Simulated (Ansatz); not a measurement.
One change: `N[Si]1(F)CS1` becomes `F[Si]1(F)CS1`.

Ansatz, PBE0-D4/def2-TZVP geometries, multiplicity 1. Each molecule was computed in one conformer, which needn't be the lowest.

| property | `N[Si]1(F)CS1` |
| --- | --- |
| HOMO energy (B3LYP/def2-TZVPP) / eV | -6.88 |
| HOMO energy (PBE0/def2-TZVPP) / eV | -7.14 |
| size of the dipole moment (B3LYP/def2-TZVPP) / D | 2.72 |
| HOMO–LUMO gap (PBE/def2-TZVPP) / eV | 4.95 |
| LUMO energy (ωB97M-V/def2-TZVPP) / eV | 1.80 |
| LUMO energy (PBE/def2-TZVPP) / eV | -0.96 |

(1) What does the change do to each property? (An estimate is asked.)

Results:

(1) Computed: 
```json
{"property": "HOMO energy (B3LYP/def2-TZVPP) / eV", "`F[Si]1(F)CS1`": "-7.41", "shift": "-0.53"}
{"property": "HOMO energy (PBE0/def2-TZVPP) / eV", "`F[Si]1(F)CS1`": "-7.68", "shift": "-0.54"}
{"property": "size of the dipole moment (B3LYP/def2-TZVPP) / D", "`F[Si]1(F)CS1`": "1.52", "shift": "-1.20"}
{"property": "HOMO–LUMO gap (PBE/def2-TZVPP) / eV", "`F[Si]1(F)CS1`": "4.78", "shift": "-0.17"}
{"property": "LUMO energy (ωB97M-V/def2-TZVPP) / eV", "`F[Si]1(F)CS1`": "1.35", "shift": "-0.45"}
{"property": "LUMO energy (PBE/def2-TZVPP) / eV", "`F[Si]1(F)CS1`": "-1.64", "shift": "-0.68"}
```

With PBE0 the HOMO falls by 0.54 eV and the LUMO falls by 0.66 eV, so the gap narrows by about 0.12 eV. PBE moves the HOMO by -0.51 eV and ωB97M-V by -0.54 eV. Dipoles are sizes alone; their direction can turn.

B3LYP here is the variant with VWN-RPA as its local correlation; programs differ in this.
